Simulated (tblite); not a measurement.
Species: C2H8N2Si2.
Structure used (GFN2-xTB), in Å, numbered top down from 1:
```xyz
14
C2H8N2Si2 angstrom
C      0.133    2.878    0.567
C      0.736    1.851    0.403
Si     1.648    0.251    0.160
N      0.720   -1.025    0.870
Si    -0.880   -1.593    0.517
N     -1.601   -0.358   -0.432
H     -0.389    3.782    0.709
H      1.847    0.063   -1.281
H      2.910    0.305    0.909
H      1.220   -1.612    1.515
H     -1.497   -1.886    1.822
H     -0.876   -2.792   -0.329
H     -1.414    0.600   -0.179
H     -2.561   -0.465   -0.712
```

Level: GFN2-xTB in tblite, geometry and Hessian alike; calculated harmonic values, unscaled, isolated species. The method is semi-empirical: single wavenumbers can be off by several per cent or more. Modes of hydrogen on silicon can be 10 to 20 % off. One conformer, not necessarily the lowest.

Harmonic wavenumbers (cm⁻¹): 35.5, 51.3, 112.8, 147.2, 205.4, 225.3, 243.3, 284.9, 337.3, 496.5, 524.5, 550.4, 562.5, 583.5, 634.1, 665.5, 679.2, 681.7, 716.4, 762.0, 782.7, 809.0, 856.0, 917.1, 997.5, 1212.1, 1517.7, 2145.9, 2193.5, 2204.9, 2210.7, 2217.5, 3345.8, 3467.8, 3499.3, 3520.3.

A = 3323, B = 1572, C = 1174 MHz; mass 116.023 u (most abundant isotopes); point group C1, symmetry number 1.

Problem. Zero-point energy?

Solution. Half the sum of the wavenumbers: 20199 cm⁻¹ = 241.63 kJ/mol.

Problem. Entropy at 273.15 K, 1 bar (ideal gas, RRHO, classical rotation)?

Solution. Translation 166.32, rotation 117.53, vibration 116.03: S = 399.9 J/(mol K).

Problem. And Cp and H(273.15 K) − H(0)?

Solution. Cp = 151.74 J/(mol K), of which vibrations give 118.49 (their classical limit is 36 R = 299.3); H(273.15 K) − H(0) = 25.59 kJ/mol without the zero-point energy, 16.50 from vibrations.

Problem. How do the functions run with temperature in this model?

Solution. 
```
 T (K)  S (J/(mol K))  Cp (J/(mol K))  H − H(0) (kJ/mol)  G − H(0) (kJ/mol)  ln q(vib)
    50          244.1            55.7               2.18             -10.02       0.77
   100          289.7            78.3               5.54             -23.43       2.07
298.15          413.6           160.5              29.49             -93.81       7.35
373.15          452.1           182.8              42.40            -126.30       9.32
   500          509.6           210.0              67.43            -187.39      12.52
   750          601.8           244.3             124.57            -326.81      18.23
  1000          675.4           266.7             188.61            -486.77      23.21
```

q(vib) and H(0) count from the zero-point level.

Problem. Blend soft modes into free rotors: weight 1/[1 + (100 cm⁻¹/ν̃)⁴] for the oscillator and the rest for a rotor with moment μB/(μ + B), μ = h/(8π²ν), B = 10⁻⁴⁴ kg m². What vibrational entropy results?

Solution. 104.59 J/(mol K) in place of 116.03, which changes −T·S at 273.15 K by +3.13 kJ/mol.

Problem. Which modes carry the vibrational entropy at 273.15 K?

Solution. 35.5 cm⁻¹: 22.27; 51.3 cm⁻¹: 19.22; 112.8 cm⁻¹: 12.76; 147.2 cm⁻¹: 10.64; 205.4 cm⁻¹: 8.05; 225.3 cm⁻¹: 7.36 J/(mol K); the other 30 give 35.73 together.

Hindered rotation and anharmonicity are outside this model. Other conformers, if any are populated, would add a mixing term that is left out. The structure is chiral; the term R ln 2 for an equal mix with its mirror image is left out.
